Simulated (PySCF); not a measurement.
Pb(OH)(SH) (H2OPbS), SMILES [Pb]([SH])[OH] (connectivity only; charge and spin as stated), neutral, multiplicity 1.

Geometry optimised at PBE-D3(BJ)/def2-TZVP. The def2 effective core potentials stand for the cores of Pb; spin–orbit coupling is left out. Other conformers were not sampled.

The numbers are results of TDA-B3LYP/def2-SVPD run with PySCF 2.14.0, not measurements.

Vertical excitations. Gas-phase values at a fixed geometry. State labels are in the subgroup Cs.

```csv
state,symmetry,energy (eV),λ (nm),f,main pairs
S1,A",3.80,326,0.015,HOMO−1→LUMO 98 %
S2,A',3.87,320,0.031,HOMO→LUMO 90 %
S3,A",4.55,273,0.008,HOMO−3→LUMO 98 %
S4,A',4.96,250,0.008,HOMO−2→LUMO 86 %
S5,A",5.08,244,0.010,HOMO→LUMO+1 98 %
S6,A",5.39,230,0.000,HOMO→LUMO+2 98 %
S7,A',5.69,218,0.042,"HOMO−1→LUMO+2 49 %, HOMO−1→LUMO+1 45 %"
S8,A",5.77,215,0.033,HOMO→LUMO+3 96 %
S9,A',6.18,201,0.009,HOMO−1→LUMO+3 97 %
S10,A",6.23,199,0.015,HOMO−2→LUMO+1 90 %
T1,A',3.09,401,0,HOMO→LUMO 99 %
T2,A",3.23,384,0,HOMO−1→LUMO 98 %
T3,A',4.07,304,0,HOMO−2→LUMO 99 %
T4,A",4.26,291,0,HOMO−3→LUMO 98 %
```
Triplets are in the Tamm–Dancoff approximation.
